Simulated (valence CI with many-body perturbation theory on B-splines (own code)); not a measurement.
Which ion has this spectrum?

A relativistic CI+MBPT calculation for an atom or ion with 31 electrons gives these levels (cm⁻¹):

| J | Parity | E | g |
| --- | --- | --- | --- |
| 1/2 | odd | 0.0 | 0.67 |
| 3/2 | odd | 8104 | 1.33 |
| 1/2 | even | 107668 | 2.66 |
| 3/2 | even | 111023 | 1.73 |
| 5/2 | even | 115309 | 1.59 |
| 3/2 | even | 141540 | 0.80 |
| 5/2 | even | 142593 | 1.21 |
| 1/2 | even | 170029 | 1.72 |
| 1/2 | even | 180384 | 0.95 |
| 3/2 | even | 183899 | 1.33 |
| 3/2 | even | 222101 | 0.80 |
| 5/2 | even | 223024 | 1.20 |
| 1/2 | even | 275507 | 2.00 |
| 3/2 | odd | 275781 | 1.00 |

The energies are calculated, with errors of about 170 cm⁻¹, more in some levels.

(1) Which is it?
A. Y8+
B. Kr5+
C. Rb6+
D. Br4+

Results:

(1) B. Kr5+, ground level 4s2 4p 2P°_1/2.
